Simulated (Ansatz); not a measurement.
A geometry relaxed with PBE0-D3(BJ)/def2-SVP (Ansatz, a first-principles code), charge 0, multiplicity 1:

```xyz
21

C     -1.3834    -1.0209    -2.1584
O      1.4465    -0.7136    -0.6868
H      0.1589     3.6544     0.3074
C     -1.4102    -0.5643     2.3042
H     -1.2364     0.4731     2.6371
H     -1.3574    -1.2255     3.1826
O      0.1794     1.6372     0.6021
H      3.0819    -0.2954     0.5402
H     -0.4857     2.7074    -1.0656
H      3.1879    -1.7539    -0.4831
H     -1.9922    -0.6752    -3.0078
H     -1.9259    -1.8449    -1.6613
O     -0.4417    -0.9923     1.3761
Ge     0.0001     0.0003     0.0002
C      2.5071    -1.1460     0.1321
H     -0.4320    -1.4194    -2.5498
H      1.2773     2.7686    -0.7651
H      2.1549    -1.7625     0.9765
C      0.2865     2.7310    -0.2780
O     -1.1841     0.0701    -1.2909
H     -2.4316    -0.6282     1.8884
```

Question: Write the SMILES of this molecule.

Answer: `C[O][Ge]([O]C)([O]C)[O]C`
